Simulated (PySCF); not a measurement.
## Dipole response of V (vanadium, neutral)

[Ar] 3d3 4s2, high-spin 4F determinant. Calculation: PySCF 2.14, in def2-QZVPPD; the non-relativistic Hamiltonian (point nucleus). Coupled (time-dependent) response in atomic units; α is the mean over directions.

```
method  mean α (bohr³)  C₆ (like pair)  S(−4)
 TPSSh           102.9            1149   6463
revPBE           97.05            1050   5681
```

S(−4) is the Cauchy moment in α(ω) = α(0) + S(−4) ω² + …

Reference α: 87 ± 10 bohr³ (recommended; Schwerdtfeger and Nagle, table of static dipole polarizabilities (2023 update)). Published C₆: 832.0 (Chu and Dalgarno (2004); Tang, Norbeck and Certain (1976)).

α(iu) at revPBE:

| u (hartree) | α(iu) (bohr³) |
| --- | --- |
| 0 | 97.05 |
| 0.0500 | 85.29 |
| 0.100 | 64.41 |
| 0.200 | 34.75 |
| 0.300 | 20.90 |
| 0.500 | 10.38 |
| 0.750 | 6.012 |
| 1.00 | 4.115 |
| 1.50 | 2.395 |
| 2.00 | 1.602 |
| 3.00 | 0.8745 |
| 5.00 | 0.3816 |

A single London oscillator, α(iu) = α/(1 + u²/ω²), gives C₆ = (3/4) ω α². Matching the computed C₆ needs ω = 4 × 1050 / (3 × 97.05²) = 0.149 hartree.
